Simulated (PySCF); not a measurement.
Al(F)(Et)(OH) (C₂H₆AlFO), SMILES C[CH2][Al]([OH])[F]. Atoms are numbered in the order given.

```xyz
11

Al     0.0454    -0.5595     0.0000
F      1.0214    -1.9162     0.0000
C      0.8179     1.2244     0.0000
C     -0.1839     2.3896     0.0000
H      1.4930     1.2902    -0.8738
H      1.4930     1.2902     0.8738
H     -0.8413     2.3617     0.8837
H     -0.8413     2.3617    -0.8837
H      0.3256     3.3681     0.0000
O     -1.6388    -0.7773     0.0000
H     -2.1049    -1.6181     0.0000
```
Charge 0, spin multiplicity 1.

Geometry: B3LYP-D3(BJ)/def2-SVP. One conformer was computed; it need not be the lowest.

These are PySCF with PBE/def2-TZVP values and carry that method's errors.

Isolated molecule, no solvent.

Computed frontier levels, gap, dipole moment and polarisability:
The highest occupied level is -6.88 eV and the lowest empty level is -1.12 eV. The orbital gap comes out as 5.76 eV and the dipole moment is 0.80 D. The quadrupole, principal values (traceless, Buckingham form, about the centre of nuclear charge) is -10.84, 4.41, 6.42 D·Å and the mean static polarisability comes out as 52.7 bohr³ (7.81 Å³). The polarisability, principal values is 44.8, 52.2, 61.1 bohr³.
